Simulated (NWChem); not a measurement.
## Excited singlets of CH4NO (+1) by symmetry

SMILES: [NH3+]C=O
```xyz
7

N      1.1085    -0.1283     0.0000
C     -0.4216    -0.3528     0.0000
O     -1.1205     0.5820     0.0000
H      1.5552    -0.5479     0.8311
H      1.5552    -0.5479    -0.8311
H      1.2987     0.8866     0.0000
H     -0.6750    -1.4318     0.0000
```
Charge +1, spin multiplicity 1.

Program: NWChem. Structure: optimised with PBE0/def2-SVP, a minimum by its harmonic frequencies.

Basis set: 6-31+G*. Symmetry labels belong to the abelian group Cs used in the runs, with the axes of the coordinates shown. Entries are the lowest vertical excitation energy of each symmetry in eV (for CIS and TDDFT among the lowest few roots); a state of one symmetry need not have the same character in every method. Symmetries that some method's roots don't reach, or where a double excitation leads the EOM-CCSD root, are left out.

The correlated methods keep 3 core orbitals frozen. B3LYP has NWChem's definition, with VWN1-RPA local correlation. The Pople sets run with spherical d functions. The structure started from a generated list of species. No row is a measurement; the coupled-cluster row has its own basis-set and correlation limits.

```
method                   a"          a'
---------------  ----------  ----------
CIS              (withheld)  (withheld)
TD-PBE                 5.17        7.30
TD-B3LYP               5.21        8.02
TDA-LDA (SVWN5)        5.11        7.42
EOM-CCSD               5.33        8.91
```

Task: Some entries are withheld; supply them.

Result: 
- CIS, a": 5.69
- CIS, a': 10.25
